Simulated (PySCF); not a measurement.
**Fine-structure interval along the 13-electron series**

Calculated with PySCF 2.14 and a two-component X2C-1e Hamiltonian (Gaussian nucleus, no Breit or QED terms), each ion in its own even-tempered basis scaled to its charge; GMP2 freezes 1s2 and drops the highest virtual spinors. Values in cm⁻¹.

```tsv
ion	configuration	GHF (screened spin-orbit)	GMP2 (screened spin-orbit)	GHF (bare spin-orbit)
Sc(8+)	[Ne] 3s2 3p1	7311.3	6043.4	7957.4
V(10+)	[Ne] 3s2 3p1	11451	10200	12436
```

Fill in the row of Ti(9+).

configuration: [Ne] 3s2 3p1; GHF (screened spin-orbit): 9178.3; GMP2 (screened spin-orbit): 7931.3; GHF (bare spin-orbit): 9982.8.
